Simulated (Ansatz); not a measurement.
Ansatz (an electronic-structure program) input (CCSD(T)/aug-cc-pVDZ):

Ansatz 0.2 input:
```yaml
crystal:
  periodic: [false, false, false]
  atoms:
    - {symbol: C, position_ang: [-1.52999959, 0.22163248, 0.02102270]}
    - {symbol: C, position_ang: [-0.67327963, -0.97806655, 0.27994281]}
    - {symbol: C, position_ang: [0.54688804, -0.01274770, 0.36309401]}
    - {symbol: C, position_ang: [-0.36909082, 1.15819031, -0.10322201]}
    - {symbol: N, position_ang: [1.63428166, -0.33107081, -0.54838567]}
    - {symbol: H, position_ang: [-2.59357930, 0.34687099, -0.12509569]}
    - {symbol: H, position_ang: [-0.58865251, -1.66898868, -0.56864647]}
    - {symbol: H, position_ang: [-0.88918391, -1.56953415, 1.17578593]}
    - {symbol: H, position_ang: [0.86478547, 0.12858318, 1.40342940]}
    - {symbol: H, position_ang: [-0.37314859, 2.05447819, 0.52577327]}
    - {symbol: H, position_ang: [-0.14195043, 1.46811021, -1.13132502]}
    - {symbol: H, position_ang: [2.10412626, -1.18300848, -0.26053526]}
    - {symbol: H, position_ang: [2.33052341, 0.40693318, -0.54571149]}
basis:
  gaussian:
    orbitals: aug-cc-pVDZ
magnetization: {spin_polarized: true, initial_magnetization: 1}
correlation: {method: ccsd_t, electrons: outside_noble_gas}
output: {forces: true}
```

Output:

```
Functional definition: HF
integrals: 1.36 GiB planned
1854 factors; integrals over basis functions are off by at most 5.8e-4 eV
mean field: 1.18 GiB planned
mean field evaluation 1: about -5722.9787 eV, gradient 3.2e1 eV
mean field evaluation 2: about -5722.9888 eV, gradient 3.2e1 eV
mean field evaluation 4: about -5728.4830 eV, gradient 3.4e0 eV
mean field evaluation 8: about -5728.6012 eV, gradient 2.0e-1 eV
mean field evaluation 16: about -5728.5773 eV, gradient 8.8e-1 eV
mean field -5728.60201601 eV, -210.5222411026 hartree, gradient 2.2e-6 eV, S^2 0.766337; 0 other end points of the search recorded, 0 dependent functions left out
5 core orbitals not correlated
reference -5728.60201601 eV, -210.5222411026 hartree; 15, 14 occupied and 167, 168 virtual orbitals, 1854 factors
densities: 7.43 GiB planned
second order -19.89194908 eV of doubles, -0.00000000 eV of singles
coupled cluster: 6.58 GiB planned
cycle   1  -20.79865728 eV  change   -9.1e-1 eV  update   9.6e-2
cycle   2  -21.33317580 eV  change   -5.3e-1 eV  update   2.9e-2
cycle   3  -21.44431243 eV  change   -1.1e-1 eV  update   1.4e-2
cycle   4  -21.44485120 eV  change   -5.4e-4 eV  update   4.8e-3
cycle   5  -21.44436353 eV  change    4.9e-4 eV  update   2.1e-3
cycle   6  -21.44454377 eV  change   -1.8e-4 eV  update   7.7e-4
cycle   7  -21.44435995 eV  change    1.8e-4 eV  update   2.8e-4
cycle   8  -21.44435200 eV  change    7.9e-6 eV  update   1.1e-4
cycle   9  -21.44436649 eV  change   -1.4e-5 eV  update   5.0e-5
cycle  10  -21.44434778 eV  change    1.9e-5 eV  update   2.1e-5
cycle  11  -21.44434875 eV  change   -9.7e-7 eV  update   1.0e-5
cycle  12  -21.44435547 eV  change   -6.7e-6 eV  update   4.5e-6
cycle  13  -21.44435792 eV  change   -2.5e-6 eV  update   2.2e-6
perturbative correction -0.75731499 eV, -0.0278308127 hartree
the calculation of the forces begins
Total energy: -5750.80368893 eV, -211.3381375335 hartree
Atom 0 at    -1.530000     0.221632     0.021023 Å, force    -0.424322     0.076273     0.088382 eV/Å
Atom 1 at    -0.673280    -0.978067     0.279943 Å, force     0.150396    -0.393111     0.030520 eV/Å
Atom 2 at     0.546888    -0.012748     0.363094 Å, force     0.026659     0.021530     0.141200 eV/Å
Atom 3 at    -0.369091     1.158190    -0.103222 Å, force     0.252456     0.323638    -0.098038 eV/Å
Atom 4 at     1.634282    -0.331071    -0.548386 Å, force    -0.165566    -0.071085    -0.527762 eV/Å
Atom 5 at    -2.593579     0.346871    -0.125096 Å, force    -0.525186     0.059506    -0.085173 eV/Å
Atom 6 at    -0.588653    -1.668989    -0.568646 Å, force     0.048316    -0.260872    -0.359046 eV/Å
Atom 7 at    -0.889184    -1.569534     1.175786 Å, force    -0.080999    -0.231671     0.374568 eV/Å
Atom 8 at     0.864785     0.128583     1.403429 Å, force     0.114878     0.058451     0.417081 eV/Å
Atom 9 at    -0.373149     2.054478     0.525773 Å, force     0.002991     0.358170     0.268773 eV/Å
Atom 10 at    -0.141950     1.468110    -1.131325 Å, force     0.099619     0.099418    -0.423669 eV/Å
Atom 11 at     2.104126    -1.183008    -0.260535 Å, force     0.209763    -0.305366     0.137744 eV/Å
Atom 12 at     2.330523     0.406933    -0.545711 Å, force     0.290996     0.265120     0.035420 eV/Å
Dipole moment:     0.164110     0.014454     0.210871 e Å
```

It need not be the lowest isomer of its formula.
